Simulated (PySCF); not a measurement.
SMILES [O]C(=O)C, doublet (B3LYP/def2-SVP optimised geometry):

```
7

C      0.909     0.004     0.000
C     -0.586     0.004     0.000
O     -1.290     1.043     0.000
O     -1.284    -1.043     0.000
H      1.275    -0.531     0.890
H      1.290     1.035    -0.001
H      1.275    -0.533    -0.889
```

Method: unrestricted B3LYP/def2-TZVP (PySCF).

Problem. What are the frontier orbital energies (α orbitals alone; a β orbital can be the lowest empty one) and the dipole moment?

Solution. HOMO-2 -9.97 eV, HOMO-1 -9.57 eV, HOMO -9.39 eV, LUMO -0.66 eV, LUMO+1 0.70 eV; dipole moment 3.28 D.

On the same geometry unrestricted PBE/def2-TZVP (PySCF) gives HOMO-2 -8.40 eV, HOMO-1 -7.95 eV, HOMO -7.85 eV, LUMO -1.43 eV, LUMO+1 0.31 eV; dipole moment 3.11 D.

Meta-Löwdin charges at B3LYP/def2-TZVP: C1 -0.39, C2 0.56, O3 -0.31, O4 -0.31, H5 0.15, H6 0.14, H7 0.15.
